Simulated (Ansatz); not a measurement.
System: sum formula SiH2F, charge -1, multiplicity 1. It need not be the lowest isomer of its formula. Whether it binds its extra electron was not tested at this geometry. 
Coordinates optimised at B3LYP-D3(BJ)/def2-TZVP (Ansatz, a first-principles code):
```
Si
F 1 1.7087
H 1 1.5584 2 97.75
H 1 1.5584 3 91.68 2 -98.06
```
Charge -1, spin multiplicity 1.

Parts of the frozen-core correlation energy in STO-3G (Ansatz, hartree). Frozen orbitals: 6; correlated occupied orbitals by spin: 7 and 7; virtual: 3 and 3. Spin-orbit coupling is left out. No relativistic terms.

```csv
term,value
reference (HF),-384.58780
MP2 opposite-spin,-0.04294
MP2 same-spin,-0.00237
CCSD correlation,-0.06337
(T),-0.00107
FCI minus CCSD(T),-0.00022
T1 diagnostic,0.010
largest doubles amplitude,0.062
```
